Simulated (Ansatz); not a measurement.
Abridged output of a molecular run in Ansatz:

```
Functional definition: HF
2127 factors; integrals over basis functions are off by at most 1.2e-3 eV
mean field evaluation 1: about -13780.4965 eV, gradient 5.4e1 eV
mean field evaluation 2: about -13780.7707 eV, gradient 5.4e1 eV
mean field evaluation 4: about -13786.7913 eV, gradient 5.2e0 eV
mean field evaluation 8: about -13786.8889 eV, gradient 4.1e-1 eV
mean field evaluation 16: about -13786.8896 eV, gradient 1.2e-6 eV
mean field -13786.88964764 eV, -506.6588494612 hartree, gradient 1.2e-6 eV, S^2 0.000000; 0 other end points of the search recorded, 0 dependent functions left out
9 core orbitals not correlated: weight in the atoms' cores, before any rotation towards them, 1.000 or more for the frozen orbitals, at most 0.000 for the correlated occupied ones
reference -13786.88964764 eV, -506.6588494612 hartree; 24, 24 occupied and 298, 298 virtual orbitals, 2127 factors
second order -36.67901231 eV of doubles, -0.00000000 eV of singles
cycle   1  -36.56890966 eV  change    1.1e-1 eV  update   1.4e-1
cycle   2  -37.40880637 eV  change   -8.4e-1 eV  update   4.2e-2
cycle   3  -37.62217384 eV  change   -2.1e-1 eV  update   2.3e-2
cycle   4  -37.60884789 eV  change    1.3e-2 eV  update   5.5e-3
cycle   5  -37.60433693 eV  change    4.5e-3 eV  update   2.4e-3
cycle   6  -37.60558531 eV  change   -1.2e-3 eV  update   8.3e-4
cycle   7  -37.60544738 eV  change    1.4e-4 eV  update   3.5e-4
cycle   8  -37.60526284 eV  change    1.8e-4 eV  update   1.2e-4
cycle   9  -37.60530402 eV  change   -4.1e-5 eV  update   4.5e-5
perturbative correction -1.30796368 eV, -0.0480667787 hartree
Total energy: -13825.80291534 eV, -508.0888856729 hartree
```

Its atoms:

Cartesian coordinates in Å:
```
C -0.747 2.185 0.753
C 0.091 1.698 -0.409
O -0.186 0.363 -0.774
Sn 0.227 -1.165 0.369
C 0.268 -2.833 -0.928
F 2.030 -0.821 0.965
H -0.517 1.635 1.671
H -1.811 2.064 0.539
H -0.552 3.243 0.949
H 1.157 1.824 -0.179
H -0.119 2.309 -1.295
H -0.686 -1.174 1.810
H -0.421 -2.649 -1.752
H -0.017 -3.743 -0.403
H 1.281 -2.934 -1.316
```

**Question.** Which basis set was used?
A. def2-SVP
B. def2-TZVPPD
C. cc-pV(D+d)Z
D. def2-TZVPP

**Answer.** D. It gives 331 functions.

**Question.** Write the keys of the input that set method, charge and spin (a neutral closed shell needs none for the last two).

**Answer.** 
```yaml
correlation: {method: ccsd_t}
```
